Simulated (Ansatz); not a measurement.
Consider the cleavage of the P–Si bond: `P[SiH2][GaH2]` + `O[SiH2]F` → `F[SiH2]OP` + `[SiH3][GaH2]`.

Computed with Ansatz on PBE0-D4/def2-TZVP structures; ΔE is electronic, products minus reactants. CCSD(T)/CBS is the MP2 limit (def2-TZVPP, def2-QZVPP) plus CCSD(T) − MP2 in def2-TZVPP, frozen cores. DFT in def2-TZVPP. HSE06 is defined as in plane-wave codes. For Ga outer-core shells are correlated without core-valence functions, which leaves a few kJ/mol of doubt a bond. Scalar relativity is left out up to krypton. Each species was taken in one conformer, which may not be the lowest.

| level | ΔE (kJ/mol) | difference from CCSD(T)/CBS |
| --- | --- | --- |
| LDA (SPW92) | 48.4 | 9.0 |
| PBE-D4 | 50.4 | 11.0 |
| r2SCANh-D4 | 43.6 | 4.2 |
| HSE06-D4 | 48.7 | 9.3 |
| BHLYP-D4 | 28.2 | -11.2 |
| PBE-QIDH | 44.1 | 4.7 |
| revPBE | 48.6 | 9.2 |
| BLYP | 30.1 | -9.3 |
| r2SCAN | 43.2 | 3.8 |
| PBE0 | 47.0 | 7.6 |
| r2SCAN0 | 42.9 | 3.5 |
| LC-ωPBE | 39.6 | 0.2 |
| HF/def2-SVP | 23.0 | -16.4 |
| CCSD(T)/def2-TZVPP | 37.6 | -1.8 |
| MP2/def2-QZVPP | 41.5 | 2.1 |
| HF/CBS(def2) | 10.5 | -28.9 |
| CCSD(T)/CBS | 39.4 | 0 |

Largest T1 diagnostic among the species: 0.014.

In def2-TZVPP, CCSD(T) changes the Hartree–Fock value by +24.1 kJ/mol (the triples alone add +3.6 kJ/mol) and MP2 by +27.9 kJ/mol. From BLYP to BHLYP (50 % exact exchange), in def2-TZVPP and without D4, ΔE moves by −5.4 kJ/mol. Leaving LDA and LC-ωPBE aside and taking each functional with its dispersion term where it has one, the values, not all of them listed here, spread over 23.8 kJ/mol, from CAM-B3LYP-D4 to PBE-D4.
